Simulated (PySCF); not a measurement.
Why did this PySCF run fail?

```python
from pyscf import gto, scf, mp

mol = gto.M(
    atom='Ir 0.193 -0.0006 0; Cl -0.546 0.0017 1.9838; Cl -0.546 0.0017 -1.9838',
    basis='sbkjc',
    ecp={'Ir': 'sbkjc', 'Cl': 'sbkjc'},
    charge=1,
    spin=1,
    verbose=3,
)
mf = scf.RHF(mol)
mf.kernel()
mp.MP2(mf).kernel()
mf.dip_moment()
print('orbital energies (hartree):', mf.mo_energy[..., max(0, mol.nelec[1]-3):mol.nelec[0]+3].round(4))
```

```bash
$ OMP_NUM_THREADS=1 python input.py
```

The log, shortened:

```
RuntimeError: Electron number 30 and spin 1 are not consistent
Note mol.spin = 2S = Nalpha - Nbeta, not 2S+1
```

**Question.** Which setting is at fault, why, and what does a mended input give?

**Answer.** The spin (2S) (1): the number of electrons and the number of unpaired electrons must both be even or both be odd. With this edit
```diff
-     spin=1,
+     spin=0,
```
the run finishes: E(SCF) = -132.913748 Eh, E(MP2) − E(SCF) = -0.27645 Eh.

The dipole of an ion depends on the origin.
